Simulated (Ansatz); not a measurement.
Consider the formal exchange of groups at a Ga–F bond: `[F][GaH][F]` + `[GaH3]` → `[F][GaH][GaH2]` + H–F.

Computed with Ansatz on PBE0-D4/def2-TZVP structures; ΔE is electronic, products minus reactants. CBS: MP2 limit from def2 TZ/QZ plus the TZ coupled-cluster correction, frozen cores. This one scheme is used for every species. DFT in def2-TZVPP. B3LYP here is the variant with VWN-RPA as its local correlation; programs differ in this. For Ga outer-core shells are correlated without core-valence functions, which leaves a few kJ/mol of doubt a bond. Scalar relativity is left out up to krypton.

```
         species  B3LYP energy (Eh)
   `[F][GaH][F]`        -2125.36363
        `[GaH3]`        -1926.67855
`[F][GaH][GaH2]`        -3951.53164
             H–F         -100.49272
```

**Question.** Work out ΔE.

**Answer.** ΔE = (-3951.53164) + (-100.49272) − (-2125.36363) − (-1926.67855) = 0.01782 Eh = +46.8 kJ/mol. CCSD(T)/CBS gives +38.1 kJ/mol.

**Question.** What do rigid-rotor, harmonic-oscillator terms from PBE0-D4/def2-TZVP frequencies (298.15 K, 1 bar) make of the CCSD(T)/CBS value? (Best estimate.)

**Answer.** Ansatz gave: ΔZPE = +5.1 kJ/mol, ΔH = +46.5 kJ/mol, ΔS = 13 J/(mol·K), ΔG = +42.5 kJ/mol.

Largest T1 diagnostic among the species: 0.015.

At CCSD(T), def2-SVP lies +31.7 kJ/mol from the extrapolated value and def2-TZVPP +10.0 kJ/mol. In def2-TZVPP, CCSD(T) changes the Hartree–Fock value by −19.1 kJ/mol (the triples alone add −1.0 kJ/mol) and MP2 by −14.9 kJ/mol.
